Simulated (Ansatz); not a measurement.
The first iterations of a band of BGaH5S (8 atoms, charge 1, multiplicity 1).

Computed with RKS B3LYP-D4/def2-SVP in Ansatz 0.2.0.

```json
{
  "movable images": "7",
  "climbing image": "yes",
  "spring": "5.0 eV/Å²",
  "optimiser": "quadratic models (default)",
  "start path": "through a guess of the saddle point",
  "force threshold": "0.05 eV/Å",
  "iteration limit": "50",
  "end points": "relaxed"
}
```

First end point:

```xyz
8
Properties=species:S:1:pos:R:3
B 0.265 -1.778 0.509
Ga 1.002 0.157 0.239
S -0.744 1.402 -1.162
H 0.492 -2.605 -0.330
H -0.391 -2.018 1.485
H 2.038 1.304 0.367
H -1.912 0.961 -0.627
H -0.750 2.577 -0.482
```

Last end point:

```xyz
8
Properties=species:S:1:pos:R:3
B 0.256 -1.769 0.533
Ga 0.984 0.174 0.306
S -1.053 1.653 -0.165
H 0.209 -2.488 -0.427
H -0.122 -2.122 1.617
H 2.068 1.284 0.291
H -0.539 2.400 -1.176
H -1.802 0.867 -0.980
```

| iteration | highest image above the first end (eV) | largest band force component (eV/Å) |
| --- | --- | --- |
| 1 | 299.962 | 1341.538 |
| 2 | 102.323 | 326.640 |
| 3 | 47.796 | 154.848 |
| 4 | 29.386 | 89.669 |
| 5 | 17.289 | 49.997 |
| 6 | 11.196 | 37.447 |
| 7 | 9.122 | 27.719 |
| 8 | 6.718 | 17.773 |
| 9 | 4.760 | 11.571 |

**Question.** Does the band converge within its limit, and where does its top end?

**Answer.** The forces met the threshold. It ended after 28 iterations with the highest image 0.063 eV above the first end. A vibrational analysis at the climbing image gives one clearly imaginary mode, 102i cm⁻¹: a first-order saddle point. Limits of this set-up: the dipole of an ion depends on the origin.

Run time: 13 min on 1 thread of Arm Neoverse V1 (shared host), peak memory 0.19 GiB.
